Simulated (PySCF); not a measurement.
## C₆ coefficients of unlike pairs at UHF

Calculated with PySCF 2.14 from the dipole response of each species, C₆(A,B) = (3/π) ∫ α_A(iu) α_B(iu) du, in atomic units, from isotropic polarisabilities. For ions this is the dispersion term alone; charge-induced terms of lower order in 1/R come first.

| species | configuration | basis | relativity | α (bohr³) | C₆ (like pair) |
| --- | --- | --- | --- | --- | --- |
| Cl | [Ne] 3s2 3p5 (2P) | aug-cc-pV(D+d)Z (5s4p3d) | none | 12.91 | 81.46 |
| Xe⁺ | [Kr] 4d10 5s2 5p5 (2P) | aug-cc-pVTZ-PP with ECP28MDF (6s5p4d2f) | core potential | 17.84 | 151.3 |
| S | [Ne] 3s2 3p4 (3P) | aug-cc-pwCVDZ (6s5p3d) | none | 17.82 | 123.0 |
| Ba | [Xe] 6s2 (1S) | aug-cc-pVDZ-X2C (8s7p5d) | spin-free X2C | 322.1 | 6824 |

Question: Estimate C₆ for Xe⁺ with Cl.

Answer: The integral gives 111.0. The combination rule 2 C_A C_B / (C_A α_B/α_A + C_B α_A/α_B) gives 111.0 and the geometric mean 111.0.

No spin-orbit coupling is included.

The other pairs:

```csv
pair,C₆
"Ba, Xe⁺",707.1
"Ba, S",679.4
"Ba, Cl",513.9
"S, Xe⁺",135.7
"S, Cl",99.44
```
